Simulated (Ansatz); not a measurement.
C₂H₉FN₂Si, SMILES `CN(C)[SiH](N)F` at its PBE0-D4/def2-TZVP geometry, where that method's forces vanish. Total charge 0; spin multiplicity 1.

| atom | x (Å) | y (Å) | z (Å) |
| --- | --- | --- | --- |
| C1 | 1.7748 | 0.2988 | -0.4958 |
| N2 | 0.4514 | 0.1162 | 0.0491 |
| C3 | 0.3529 | 0.4431 | 1.4526 |
| Si4 | -0.7697 | -0.7032 | -0.7976 |
| N5 | -2.2873 | -0.1056 | -0.3163 |
| F6 | -0.8914 | -2.2762 | -0.4966 |
| H7 | 2.5170 | -0.3339 | 0.0098 |
| H8 | 2.1002 | 1.3415 | -0.3896 |
| H9 | 1.7882 | 0.0497 | -1.5588 |
| H10 | -0.6691 | 0.2946 | 1.8035 |
| H11 | 0.6265 | 1.4915 | 1.6280 |
| H12 | 1.0210 | -0.1802 | 2.0622 |
| H13 | -0.3961 | -0.6197 | -2.2293 |
| H14 | -3.1054 | -0.6896 | -0.3553 |
| H15 | -2.5129 | 0.8729 | -0.3658 |

For each bond, give half the difference of the two atoms' forces along it (eV/Å; positive pushes the atoms apart) under PBE-D4, r2SCAN-D4, B3LYP-D4, ωB97M-V in def2-TZVPP. (Estimate.)

Computed: 
```csv
bond,length (Å),PBE-D4,r2SCAN-D4,B3LYP-D4,ωB97M-V
C1–N2,1.443,0.05,0.17,0.21,0.22
C1–H7,1.099,0.11,-0.04,-0.07,-0.11
C1–H8,1.097,0.10,-0.04,-0.08,-0.10
C1–H9,1.092,0.09,-0.06,-0.10,-0.09
N2–C3,1.444,0.04,0.18,0.22,0.22
N2–Si4,1.697,0.03,-0.08,-0.06,-0.12
C3–H10,1.091,0.09,-0.05,-0.11,-0.09
C3–H11,1.098,0.10,-0.04,-0.08,-0.10
C3–H12,1.098,0.10,-0.04,-0.07,-0.10
Si4–N5,1.701,0.02,-0.01,0.07,0.08
Si4–F6,1.606,0.46,0.04,0.18,0.14
Si4–H13,1.482,-0.06,-0.06,-0.17,-0.20
N5–H14,1.006,0.19,0.02,-0.02,-0.03
N5–H15,1.005,0.18,0.03,-0.02,-0.02
```

B3LYP here is the variant with VWN-RPA as its local correlation; programs differ in this.
